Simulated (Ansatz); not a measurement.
# Four-centre ligand exchange

Start structure (SiAsNH8S, singlet), relaxed at PBE0-D4/def2-TZVP:

Si1  (-0.296, -1.022, 0.348)
S2  (1.315, -0.399, 1.626)
H3  (-1.045, 0.171, -0.115)
H4  (0.434, -1.694, -0.752)
N5  (-1.469, -2.078, 1.006)
H6  (1.521, 1.714, -0.872)
As7  (0.854, 1.856, -2.231)
H8  (0.537, 0.308, 2.463)
H9  (-2.269, -1.700, 1.486)
H10  (-1.205, -2.973, 1.383)
H11  (-0.172, 2.841, -1.691)
H12  (1.795, 2.977, -2.649)
(Å)

The step: SiNH₅S ([NH2][SiH2][SH]) + AsH₃ → SiAsNH₆ ([NH2][SiH2][AsH2]) + H₂S; bonds formed: Si1–As7, S2–H6; bonds broken: Si1–S2, H6–As7. Program: Ansatz 0.2.0. Basis: def2-TZVPP and def2-QZVPP. Cores are frozen in the correlated methods. Filled d shells of the heavier atoms are correlated. The def2 sets are not built for correlating such inner shells, so the correlated values are less sure here. Extrapolation: Hartree–Fock as exp(−7.88 √X), correlation as X^−2.97. Energies below are by CCSD(T) at an estimated basis limit (MP2 extrapolated from triple and quadruple zeta, plus CCSD(T) − MP2 in triple zeta).

Q: What are the electronic barrier and the energy of the step, from the start structure to the end structure? (An estimate is asked for; the value comes from the calculation.)

A: Computed: Barrier 2.185 eV; step energy 0.387 eV (uphill); reverse barrier, their difference, 1.798 eV. Barrier and step energy count from the start structure, the reverse barrier from the end structure.

The saddle point: One imaginary mode of 806i cm⁻¹.
```
   pair  start (Å)  saddle (Å)  end (Å)
Si1–As7       4.03        2.57     2.37
  S2–H6       3.28        1.63     1.34
 Si1–S2       2.15        2.35     4.01
 H6–As7       1.52        1.97     4.40
```

Zero-point energy (harmonic, PBE0-D4): ZPE is 2.052 eV at the start and 2.068 eV at the saddle, so the barrier goes from 2.185 to 2.202 eV.

The T1 diagnostic stays at or below 0.012.

Labels in which every atom is bracketed show which atoms are joined, not bond orders.

For scale, one of the runs: CCSD(T)/def2-TZVPP, 275 basis functions, launched by `ansatz run in.yaml --threads 8 --pin off --events-out ev --progress --plain --max-ram 19148MiB`. Time: 70 s of wall clock on 8 CPU threads of an INTEL XEON PLATINUM 8581C; the host was shared. Peak host memory: 7.1 GiB.
